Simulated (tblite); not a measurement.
Species: C5H2F4O2.
SMILES with atom numbers: `[F:1][C:2]1=[C:3]([C:4]([F:5])([F:6])[F:7])[O:8][CH:9]=[CH:10][O:11]1` (hydrogens: H12 on C9; H13 on C10)

Computed with GFN2-xTB (tblite), gas phase: Langevin dynamics at 300 K from the optimised GFN2-xTB geometry, time step 0.5 fs, friction 0.01 fs⁻¹, 2000 steps.

Start geometry:
```
atom  x, y, z in Å
F1     -1.034    0.312    2.100
C2     -0.168    0.120    1.122
C3     -0.512   -0.336   -0.081
C4     -1.899   -0.698   -0.534
F5     -2.813   -0.562    0.426
F6     -2.295    0.066   -1.562
F7     -1.960   -1.967   -0.957
O8      0.428   -0.529   -1.098
C9      1.707   -0.186   -0.715
C10     2.026    0.266    0.483
O11     1.086    0.446    1.509
H12     2.415   -0.332   -1.510
H13     3.015    0.539    0.797
```

The statistics below take the 31 frames saved every 25 fs from 250 to 1000 fs; their kinetic temperature (all 3N coordinates) averages 305 K.

**Question.** How do the bond lengths spread?

**Answer.** 
```
   bond  start (Å)  mean (Å)  standard deviation (Å)  shortest (Å)  longest (Å)
  F1–C2      1.321     1.333                   0.024         1.285        1.377
  C2=C3      1.332     1.336                   0.024         1.286        1.405
  C3–C4      1.503     1.516                   0.030         1.439        1.559
  C4–F5      1.333     1.335                   0.034         1.275        1.410
  C4–F6      1.340     1.353                   0.040         1.291        1.468
  C4–F7      1.339     1.333                   0.024         1.284        1.381
  C3–O8      1.399     1.392                   0.027         1.334        1.452
  O8–C9      1.378     1.383                   0.031         1.328        1.437
 C9=C10      1.319     1.323                   0.021         1.284        1.375
C10–O11      1.402     1.408                   0.037         1.358        1.518
 C2–O11      1.352     1.348                   0.021         1.313        1.406
 C9–H12      1.075     1.078                   0.019         1.038        1.110
C10–H13      1.073     1.079                   0.033         1.012        1.153
```

**Question.** Give the same statistics for bond angles, one of each kind among heavy atoms.

**Answer.** 
```json
{"angle": "F1–C2–C3", "start (°)": "123.3", "mean (°)": "123.5", "standard deviation (°)": "3.0", "smallest (°)": "117.8", "largest (°)": "129.1"}
{"angle": "F1–C2–O11", "start (°)": "111.2", "mean (°)": "111.0", "standard deviation (°)": "3.0", "smallest (°)": "104.6", "largest (°)": "117.0"}
{"angle": "C3–C2–O11", "start (°)": "125.5", "mean (°)": "125.1", "standard deviation (°)": "2.5", "smallest (°)": "119.6", "largest (°)": "130.3"}
{"angle": "C2–C3–C4", "start (°)": "126.4", "mean (°)": "126.4", "standard deviation (°)": "4.2", "smallest (°)": "118.9", "largest (°)": "136.4"}
{"angle": "C2–C3–O8", "start (°)": "122.0", "mean (°)": "120.6", "standard deviation (°)": "2.6", "smallest (°)": "115.5", "largest (°)": "126.9"}
{"angle": "C4–C3–O8", "start (°)": "111.6", "mean (°)": "112.2", "standard deviation (°)": "3.5", "smallest (°)": "104.6", "largest (°)": "118.2"}
{"angle": "C3–C4–F5", "start (°)": "113.0", "mean (°)": "113.4", "standard deviation (°)": "3.5", "smallest (°)": "106.2", "largest (°)": "121.7"}
{"angle": "C3–C4–F6", "start (°)": "111.5", "mean (°)": "110.8", "standard deviation (°)": "3.9", "smallest (°)": "103.8", "largest (°)": "119.2"}
{"angle": "F5–C4–F6", "start (°)": "107.0", "mean (°)": "106.6", "standard deviation (°)": "3.4", "smallest (°)": "99.2", "largest (°)": "113.3"}
{"angle": "C3–O8–C9", "start (°)": "112.8", "mean (°)": "112.5", "standard deviation (°)": "2.0", "smallest (°)": "109.1", "largest (°)": "116.7"}
{"angle": "O8–C9–C10", "start (°)": "124.2", "mean (°)": "123.2", "standard deviation (°)": "2.3", "smallest (°)": "118.2", "largest (°)": "127.4"}
{"angle": "C9–C10–O11", "start (°)": "123.1", "mean (°)": "121.7", "standard deviation (°)": "3.3", "smallest (°)": "114.8", "largest (°)": "129.9"}
{"angle": "C2–O11–C10", "start (°)": "112.4", "mean (°)": "112.0", "standard deviation (°)": "3.0", "smallest (°)": "106.1", "largest (°)": "116.8"}
```

**Question.** How widely does the potential energy scatter, against a harmonic estimate?

**Answer.** Mean 0.41 eV above the start, standard deviation 0.103 eV, range 0.20 to 0.66 eV. For 33 classical harmonic modes at 300 K the canonical values are 33kT/2 = 0.43 eV and kT·√(33/2) = 0.105 eV.

The run is classical and short, so these are rough statistics of one trajectory.

What follows is the cost of the whole dynamics run. Hardware: one thread, Arm Neoverse V2 (aarch64), no GPU, shared host. Cost: 10 s, 0.18 GiB resident at most.
